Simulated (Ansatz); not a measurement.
Program: Ansatz. Geometries: PBE0-D4/def2-TZVP. ΔE: electronic, gas phase. CBS: MP2 limit from def2 TZ/QZ plus the TZ coupled-cluster correction, frozen cores. This one scheme is used for every species. Functionals use def2-TZVPP. B3LYP here is the variant with VWN-RPA as its local correlation; programs differ in this. Each species was taken in one conformer, which may not be the lowest.

Reaction (cleavage of the Al–B bond): `F[BH][AlH][F]` + CH₃SH → `C[S][AlH][F]` + `BF`

CCSD(T)/CBS gives -154.1 kJ/mol.

(1) Another level gave -141.6 kJ/mol. Which?
A. B3LYP-D4/def2-TZVPP
B. PBE0/def2-TZVPP
C. BLYP/def2-TZVPP
D. r2SCANh-D4/def2-TZVPP

Largest T1 diagnostic among the species: 0.014.

## Answers

(1) C. BLYP -141.6, r2SCANh-D4 -157.3, PBE0 -146.2, B3LYP-D4 -150.6 kJ/mol.

From BLYP to BHLYP (50 % exact exchange), in def2-TZVPP and without D4, ΔE moves by −9.7 kJ/mol. The D4 term adds −4.5 kJ/mol with B3LYP and −2.4 kJ/mol with PBE0; it sums over pairs of atoms, weighted by their polarisabilities, and B3LYP, whose exchange is more repulsive, gets the larger term.
